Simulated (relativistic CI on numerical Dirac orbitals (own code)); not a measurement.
# Hyperfine structure of Te⁴³⁺, mass number 123

Calculated at this level of theory: Dirac-Coulomb-Breit CI, separate exchange-only KLI orbitals for each configuration, model QED, unscaled Slater integrals (own radial code, finite nucleus).

CI space (outside the closed core 1s2): 2s2 2p5, 2s 2p6, 2p6 3s, 2p6 3p, 2p6 3d, 2s2 2p4 3s, 2s2 2p4 3p, 2s2 2p4 3d, 2s 2p5 3s, 2s 2p5 3p, 2s 2p5 3d, 2s2 2p4 4s, 2s2 2p4 4p, 2s2 2p4 4d, 2s2 2p4 4f, 2s 2p5 4s. Levels of other configurations are missing.

Nuclear spin I = 1/2, μ = -0.7358 μN (tables of Stone and Pyykkö). The electronic factors are computed for point nuclear moments, without core polarisation or the Bohr-Weisskopf and QED corrections.

```
             Level   E (Ry)  A (GHz)
   2s2 2p5 2P°_3/2    0.000   -382.7
   2s2 2p5 2P°_1/2   20.832    -2447
     2s 2p6 2S_1/2   42.215    -7786
 2s2 2p4 3s 4P_5/2  292.246   -724.9
 2s2 2p4 3s 2P_3/2  292.780   -30.68
 2s2 2p4 3s 2S_1/2  295.076    -2109
2s2 2p4 3p 2P°_1/2  300.848   -667.2
2s2 2p4 3p 4D°_7/2  303.907   -259.6
```

Levels with J = 0, under 50 % of one LS term, or S terms without an open s electron are left out. Small factors come from cancelling terms and can be off by tens of per cent or more.

At this charge energies of transitions that change n are usually good to better than 1 %, and those within a shell (Δn = 0) to a few per cent.

Give the hyperfine levels of 2s2 2p5 2P°_1/2 relative to its centre of gravity.

With K = F(F + 1) − I(I + 1) − J(J + 1), E = AK/2: F = 0: 1835, F = 1: -611.7 GHz.

LS names give the leading component of a level, which can be under half, so a name can repeat, a term be missing and a line seem to break the LS rules.
